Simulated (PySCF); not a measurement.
B(vinyl)(OH)(NH2) (C2H6BNO), SMILES C=CB(N)O. Atoms are numbered in the order given.

```xyz
11

B      0.2023     0.4119     0.1744
C     -0.6466    -0.4334    -0.8362
C     -0.8322    -1.7565    -0.7013
H     -1.1178     0.0632    -1.6978
H     -1.4268    -2.3473    -1.4084
H     -0.3840    -2.2986     0.1399
O      0.7782    -0.2516     1.2343
H      1.2850     0.3222     1.8192
N      0.3532     1.8063    -0.0217
H      0.8820     2.4245     0.5812
H     -0.0749     2.2848    -0.8036
```
Charge 0, spin multiplicity 1.

Geometry optimised at r2SCAN-D4/def2-SVP. The structure was generated by enumeration, and PubChem lists no compound with its InChIKey, so it may never have been made. The values are those of a single conformer.

Computed with r2SCAN-D4/def2-SVP (PySCF 2.14.0).

No scaling factor is applied to the harmonic values.

| mode | ν (cm⁻¹) | IR (km/mol) | Raman (Å⁴/amu) | depolarisation | moving atoms (share of kinetic energy) |
|---|---|---|---|---|---|
| 1 | 90 | 9.5 | 5.4 | 0.75 | C 45 %, H 38 %, N 10 % |
| 2 | 212 | 2.8 | 1.5 | 0.55 | C 31 %, O 30 %, H 26 % |
| 3 | 375 | 2.4 | 1.0 | 0.70 | H 34 %, C 25 %, O 19 %, N 19 % |
| 4 | 377 | 93.0 | 1.0 | 0.75 | H 85 %, N 10 % |
| 5 | 409 | 3.4 | 2.0 | 0.75 | H 68 %, B 19 %, N 9 % |
| 6 | 433 | 160.9 | 0.8 | 0.75 | H 94 % |
| 7 | 501 | 9.3 | 1.6 | 0.21 | C 29 %, H 25 %, N 22 %, O 13 %, B 11 % |
| 8 | 578 | 32.2 | 5.7 | 0.75 | H 80 %, O 9 % |
| 9 | 714 | 32.2 | 5.2 | 0.75 | B 52 %, H 22 %, C 21 % |
| 10 | 751 | 0.6 | 4.3 | 0.07 | C 35 %, H 30 %, O 16 %, N 15 % |
| 11 | 870 | 14.4 | 2.8 | 0.18 | H 69 %, N 20 %, O 11 % |
| 12 | 974 | 30.4 | 0.9 | 0.75 | H 72 %, C 28 % |
| 13 | 987 | 107.8 | 1.6 | 0.43 | H 63 %, O 22 % |
| 14 | 1024 | 11.7 | 9.0 | 0.62 | H 80 %, C 14 % |
| 15 | 1048 | 13.6 | 0.1 | 0.75 | H 93 % |
| 16 | 1266 | 47.7 | 12.8 | 0.36 | H 64 %, B 18 %, C 14 % |
| 17 | 1337 | 68.8 | 4.3 | 0.48 | H 44 %, B 32 %, C 18 % |
| 18 | 1417 | 194.4 | 1.3 | 0.70 | B 65 %, H 18 %, O 12 % |
| 19 | 1435 | 72.4 | 24.8 | 0.45 | H 69 %, C 16 %, B 14 % |
| 20 | 1599 | 168.9 | 5.6 | 0.67 | H 72 %, N 18 % |
| 21 | 1685 | 37.4 | 45.8 | 0.20 | C 84 %, H 12 % |
| 22 | 3108 | 27.6 | 43.6 | 0.74 | H 93 % |
| 23 | 3123 | 12.6 | 175.4 | 0.13 | H 93 % |
| 24 | 3218 | 10.1 | 78.2 | 0.73 | H 89 %, C 11 % |
| 25 | 3606 | 32.5 | 160.7 | 0.14 | H 96 % |
| 26 | 3712 | 21.8 | 80.0 | 0.75 | H 91 %, N 9 % |
| 27 | 3875 | 40.3 | 125.1 | 0.30 | H 94 % |
